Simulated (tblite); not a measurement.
Species: C2H14SeSi4.
Bonds: C1–C2, C2–Se3, Se3–Si4, Si4–Si5, Si5–Si6, Si5–Si7. Hydrogens: H8, H9, H10 on C1; H11, H12 on C2; H13, H14 on Si4; H15 on Si5; H16, H17, H18 on Si6; H19, H20, H21 on Si7.

Computed with GFN2-xTB (tblite), gas phase: L-BFGS steps from a force-field or distance-geometry start until the largest atomic force falls under 0.01 eV/Å.

Step 22: E = -584.9596 eV
```
atom  x, y, z in Å  |  force x, y, z in eV/Å
C1      3.7868   -0.3242    0.4807    0.026   0.031   0.017
C2      2.9045   -0.4742   -0.7387   -0.073   0.005   0.053
Se3     1.0303   -0.9183   -0.3098    0.107  -0.031   0.009
Si4     0.2533    0.9253    0.8416   -0.062  -0.037  -0.048
Si5    -1.9953    0.9772    0.1700   -0.094   0.091   0.005
Si6    -2.1563    0.3659   -2.0971   -0.021   0.061   0.108
Si7    -3.4336   -0.3475    1.4724    0.088   0.119  -0.054
H8      3.6415   -1.1493    1.1746    0.038  -0.064  -0.047
H9      3.5823    0.6017    1.0137   -0.098   0.033  -0.011
H10     4.8253   -0.3076    0.1593    0.098  -0.021   0.050
H11     2.8957    0.4381   -1.3395   -0.045  -0.032  -0.010
H12     3.2255   -1.3121   -1.3635    0.005   0.058   0.042
H13     1.1655    2.0140    0.4710   -0.014  -0.025  -0.050
H14     0.5655    0.6617    2.2515    0.003   0.009   0.013
H15    -2.3765    2.4059    0.3702    0.040  -0.147  -0.035
H16    -3.5425    0.1686   -2.5252   -0.029  -0.008   0.023
H17    -1.5844    1.3357   -3.0307    0.041   0.030  -0.006
H18    -1.4493   -0.9020   -2.2611   -0.051  -0.006  -0.073
H19    -4.2163   -1.2117    0.5873    0.016  -0.077   0.015
H20    -2.7045   -1.1792    2.4303   -0.021  -0.033  -0.014
H21    -4.4265    0.4039    2.2427    0.045   0.044   0.012
```

Step 23: E = -584.9649 eV
```
atom  x, y, z in Å  |  force x, y, z in eV/Å
C1      3.7891   -0.3237    0.4883    0.004   0.044  -0.031
C2      2.9044   -0.4746   -0.7331   -0.039   0.000   0.056
Se3     1.0337   -0.9307   -0.3044    0.105  -0.028   0.024
Si4     0.2545    0.9176    0.8379   -0.019  -0.043  -0.042
Si5    -1.9885    0.9616    0.1674   -0.126   0.186  -0.021
Si6    -2.1621    0.3692   -2.1009   -0.019   0.057   0.105
Si7    -3.4272   -0.3482    1.4718    0.060   0.104  -0.032
H8      3.6539   -1.1553    1.1804    0.039   0.008  -0.107
H9      3.5756    0.6009    1.0233   -0.090  -0.025  -0.019
H10     4.8278   -0.2928    0.1636    0.051  -0.035   0.066
H11     2.8863    0.4385   -1.3348   -0.025  -0.047   0.042
H12     3.2284   -1.3069   -1.3651    0.013   0.060   0.075
H13     1.1670    2.0023    0.4571   -0.015  -0.018  -0.051
H14     0.5665    0.6703    2.2508    0.005   0.001   0.012
H15    -2.3751    2.3913    0.3656    0.054  -0.166  -0.033
H16    -3.5495    0.1882   -2.5277   -0.055  -0.024   0.024
H17    -1.5940    1.3407   -3.0330    0.066   0.047  -0.016
H18    -1.4635   -0.9009   -2.2752   -0.038  -0.024  -0.080
H19    -4.2189   -1.2098    0.5952    0.006  -0.104  -0.007
H20    -2.7011   -1.1748    2.4337   -0.007  -0.059   0.005
H21    -4.4162    0.4089    2.2387    0.030   0.066   0.029
```

Step 24: E = -584.9706 eV
```
atom  x, y, z in Å  |  force x, y, z in eV/Å
C1      3.7917   -0.3226    0.4960   -0.012   0.049  -0.068
C2      2.9039   -0.4749   -0.7263    0.018  -0.001   0.045
Se3     1.0396   -0.9451   -0.2977    0.074  -0.033   0.044
Si4     0.2551    0.9079    0.8332    0.031  -0.043  -0.023
Si5    -1.9830    0.9472    0.1643   -0.112   0.214  -0.054
Si6    -2.1686    0.3738   -2.1028   -0.017   0.038   0.051
Si7    -3.4186   -0.3471    1.4702   -0.002   0.040   0.007
H8      3.6680   -1.1618    1.1846    0.032   0.079  -0.154
H9      3.5660    0.5995    1.0330   -0.069  -0.078  -0.018
H10     4.8312   -0.2775    0.1702   -0.007  -0.037   0.073
H11     2.8756    0.4382   -1.3292   -0.006  -0.044   0.088
H12     3.2324   -1.3000   -1.3657    0.023   0.044   0.096
H13     1.1668    1.9889    0.4405   -0.018  -0.012  -0.049
H14     0.5665    0.6800    2.2503    0.004  -0.007  -0.003
H15    -2.3730    2.3723    0.3596    0.047  -0.107  -0.021
H16    -3.5580    0.2092   -2.5291   -0.065  -0.035   0.032
H17    -1.6033    1.3473   -3.0346    0.080   0.048  -0.009
H18    -1.4799   -0.8999   -2.2915   -0.036  -0.021  -0.079
H19    -4.2210   -1.2093    0.6036    0.014  -0.108  -0.011
H20    -2.6971   -1.1709    2.4371    0.001  -0.070   0.011
H21    -4.4033    0.4164    2.2342    0.019   0.083   0.042
```

Step 25: E = -584.9758 eV
```
atom  x, y, z in Å  |  force x, y, z in eV/Å
C1      3.7941   -0.3208    0.5018   -0.017   0.042  -0.078
C2      2.9036   -0.4752   -0.7193    0.060   0.000   0.022
Se3     1.0464   -0.9589   -0.2907    0.028  -0.043   0.066
Si4     0.2561    0.8981    0.8284    0.059  -0.036  -0.005
Si5    -1.9799    0.9376    0.1603   -0.054   0.148  -0.073
Si6    -2.1749    0.3789   -2.1036   -0.015   0.012  -0.036
Si7    -3.4109   -0.3454    1.4687   -0.067  -0.039   0.044
H8      3.6815   -1.1664    1.1855    0.016   0.108  -0.161
H9      3.5559    0.5969    1.0417   -0.047  -0.096  -0.006
H10     4.8345   -0.2641    0.1777   -0.043  -0.024   0.061
H11     2.8654    0.4372   -1.3226    0.009  -0.017   0.108
H12     3.2364   -1.2929   -1.3645    0.039   0.007   0.094
H13     1.1664    1.9764    0.4242   -0.021  -0.010  -0.047
H14     0.5666    0.6887    2.2497    0.001  -0.012  -0.023
H15    -2.3703    2.3535    0.3537    0.020   0.026   0.001
H16    -3.5668    0.2276   -2.5296   -0.055  -0.039   0.042
H17    -1.6101    1.3541   -3.0362    0.080   0.034   0.011
H18    -1.4957   -0.8991   -2.3080   -0.041   0.002  -0.069
H19    -4.2224   -1.2108    0.6114    0.032  -0.090   0.000
H20    -2.6937   -1.1686    2.4401    0.000  -0.063   0.003
H21    -4.3912    0.4250    2.2309    0.014   0.090   0.047
```

Task: Estimate the geometry and energy of step 26. (The exact step hangs on the optimiser's Hessian estimate; all steps are aligned on step 25, rigid shifts and turns removed.)

Result: E = -584.9805 eV, largest force 0.178 eV/Å
```
atom  x, y, z in Å  |  force x, y, z in eV/Å
C1      3.7961   -0.3181    0.5054   -0.011   0.028  -0.061
C2      2.9041   -0.4753   -0.7125    0.063   0.000  -0.009
Se3     1.0525   -0.9715   -0.2838   -0.008  -0.051   0.084
Si4     0.2583    0.8896    0.8240    0.051  -0.024   0.001
Si5    -1.9786    0.9325    0.1554    0.014   0.024  -0.066
Si6    -2.1809    0.3835   -2.1057   -0.014  -0.010  -0.112
Si7    -3.4061   -0.3445    1.4686   -0.097  -0.090   0.060
H8      3.6936   -1.1683    1.1833   -0.004   0.082  -0.126
H9      3.5468    0.5931    1.0497   -0.031  -0.073   0.011
H10     4.8369   -0.2530    0.1850   -0.045   0.000   0.034
H11     2.8568    0.4359   -1.3148    0.018   0.027   0.097
H12     3.2400   -1.2869   -1.3614    0.062  -0.037   0.071
H13     1.1672    1.9656    0.4100   -0.023  -0.010  -0.044
H14     0.5681    0.6957    2.2485   -0.002  -0.016  -0.038
H15    -2.3673    2.3386    0.3493   -0.015   0.176   0.022
H16    -3.5755    0.2422   -2.5302   -0.036  -0.036   0.050
H17    -1.6143    1.3601   -3.0384    0.071   0.017   0.032
H18    -1.5104   -0.8983   -2.3244   -0.047   0.026  -0.056
H19    -4.2232   -1.2145    0.6185    0.047  -0.067   0.015
H20    -2.6914   -1.1681    2.4430   -0.004  -0.049  -0.009
H21    -4.3814    0.4333    2.2300    0.014   0.086   0.043
```

The energy changes by -0.0047 eV. The first-order estimate −F·Δx gives -0.0064 eV and the mean of the old and new forces, exact on a quadratic surface, -0.0047 eV. The step makes an angle of 74° with the force vector and moves no atom by more than 0.022 Å.

The cost below is that of the whole relaxation. Time: 3.7 s of wall time. Hardware: one thread of an Arm Neoverse N1, no GPU, shared host.
